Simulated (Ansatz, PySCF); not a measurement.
Species: C4H4N, net charge 0, doublet state. It need not be the lowest isomer of its formula. SMILES: N#C[CH]C=C
Coordinates optimised at B3LYP-D3(BJ)/def2-TZVP (Ansatz, a quantum-chemistry and plane-wave program):
```
C
C 1 1.3651
H 2 1.0803 1 121.26
H 2 1.0828 3 117.51 1 -180.00
H 1 1.0844 2 119.03 3 0.00
C 1 1.3990 5 117.37 2 -180.00
H 6 1.0835 1 120.20 5 180.00
C 6 1.3997 7 117.02 1 -180.00
N 8 1.1593 7 152.54 6 -180.00
```
Charge 0, spin multiplicity 2.

Wanted: atomisation energy (electronic, to ground-state atoms), in kcal/mol. Valence correlation only, unless marked. UHF or UKS for open shells. No spin-orbit coupling. No relativistic terms. The coupled-cluster limit lacks core correlation, which all-electron functionals hold. Basis-set limits of correlation are two-point, X^-3; Hartree-Fock from the larger set. [CCSD(T)-MP2]/basis is that difference in the basis named.

```json
[
 {"level": "HF/6-31G*", "program": "Ansatz", "atomisation energy (kcal/mol)": "695.7"},
 {"level": "HF/cc-pVTZ", "program": "Ansatz", "atomisation energy (kcal/mol)": "699.8"},
 {"level": "HF/def2-TZVPD", "program": "PySCF", "atomisation energy (kcal/mol)": "699.7"},
 {"level": "HF-D3(BJ)/def2-TZVPD", "program": "PySCF + dftd3", "atomisation energy (kcal/mol)": "733.5"},
 {"level": "PBE-D3(BJ)/def2-TZVPD", "program": "Ansatz + dftd3", "atomisation energy (kcal/mol)": "1011.6"},
 {"level": "PBE-D4/def2-TZVPD", "program": "Ansatz + dftd4", "atomisation energy (kcal/mol)": "1011.2"},
 {"level": "BLYP-D3(BJ)/def2-TZVPD", "program": "Ansatz + dftd3", "atomisation energy (kcal/mol)": "983.4"},
 {"level": "revPBE-D3(BJ)/def2-TZVPD", "program": "Ansatz + dftd3", "atomisation energy (kcal/mol)": "981.9"},
 {"level": "r2SCAN-D3(BJ)/def2-TZVPD", "program": "Ansatz + dftd3", "atomisation energy (kcal/mol)": "976.1"},
 {"level": "B97M-V/def2-TZVPD", "program": "Ansatz", "atomisation energy (kcal/mol)": "973.5"},
 {"level": "B3LYP/def2-TZVPD", "program": "Ansatz", "atomisation energy (kcal/mol)": "969.7"},
 {"level": "PBE0/STO-3G", "program": "Ansatz", "atomisation energy (kcal/mol)": "1081.2"},
 {"level": "BHLYP/def2-TZVPD", "program": "Ansatz", "atomisation energy (kcal/mol)": "932.7"},
 {"level": "CAM-B3LYP/def2-TZVPD", "program": "Ansatz", "atomisation energy (kcal/mol)": "971.9"},
 {"level": "B2PLYP-D3(BJ)/def2-TZVPD", "program": "Ansatz + dftd3", "atomisation energy (kcal/mol)": "965.8"},
 {"level": "PBE-QIDH/def2-TZVPD", "program": "Ansatz", "atomisation energy (kcal/mol)": "963.6"},
 {"level": "MP2/cc-pVTZ", "program": "Ansatz", "atomisation energy (kcal/mol)": "949.5"},
 {"level": "RI-MP2/CBS(cc-pVTZ,cc-pVQZ)", "program": "Ansatz", "atomisation energy (kcal/mol)": "975.0"},
 {"level": "CCSD/6-31G*", "program": "Ansatz", "atomisation energy (kcal/mol)": "876.4"},
 {"level": "CCSD(T)/cc-pVDZ", "program": "Ansatz", "atomisation energy (kcal/mol)": "887.9"},
 {"level": "RI-MP2/CBS(cc-pVTZ,cc-pVQZ)+[CCSD(T)-MP2]/cc-pVTZ", "program": "Ansatz", "atomisation energy (kcal/mol)": "963.3"}
]
```

The UHF reference is spin-contaminated (<S^2> 0.35 over the pure value in the largest basis).
